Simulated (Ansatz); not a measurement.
Start from `[NH2][Sc]([OH])[O][SiH3]` and change one atom or group to get `[NH2][Sc]([NH2])[OH]`.

Ansatz, PBE0-D4/def2-TZVP geometries, multiplicity 1. Each molecule was computed in one conformer, which needn't be the lowest.

Scalar relativity is left out up to krypton.

```
                               property  `[NH2][Sc]([OH])[O][SiH3]`
      LUMO energy (PBE/def2-TZVPP) / eV                       -2.43
  LUMO energy (ωB97M-V/def2-TZVPP) / eV                       -0.10
  HOMO–LUMO gap (B3LYP/def2-TZVPP) / eV                        4.97
    HOMO–LUMO gap (PBE/def2-TZVPP) / eV                        3.35
HOMO–LUMO gap (ωB97M-V/def2-TZVPP) / eV                        9.38
   HOMO–LUMO gap (PBE0/def2-TZVPP) / eV                        5.56
```

**Question.** What does the change do to each property? (Estimate.)

**Answer.** Ansatz gave: 
```tsv
property	`[NH2][Sc]([NH2])[OH]`	shift
LUMO energy (PBE/def2-TZVPP) / eV	-2.00	0.43
LUMO energy (ωB97M-V/def2-TZVPP) / eV	0.26	0.36
HOMO–LUMO gap (B3LYP/def2-TZVPP) / eV	5.03	0.06
HOMO–LUMO gap (PBE/def2-TZVPP) / eV	3.41	0.06
HOMO–LUMO gap (ωB97M-V/def2-TZVPP) / eV	9.40	0.02
HOMO–LUMO gap (PBE0/def2-TZVPP) / eV	5.61	0.05
```

With PBE0 the HOMO rises by 0.35 eV and the LUMO rises by 0.40 eV, so the gap widens by about 0.05 eV. PBE moves the HOMO by 0.37 eV and ωB97M-V by 0.35 eV.

B3LYP here is the variant with VWN-RPA as its local correlation; programs differ in this.
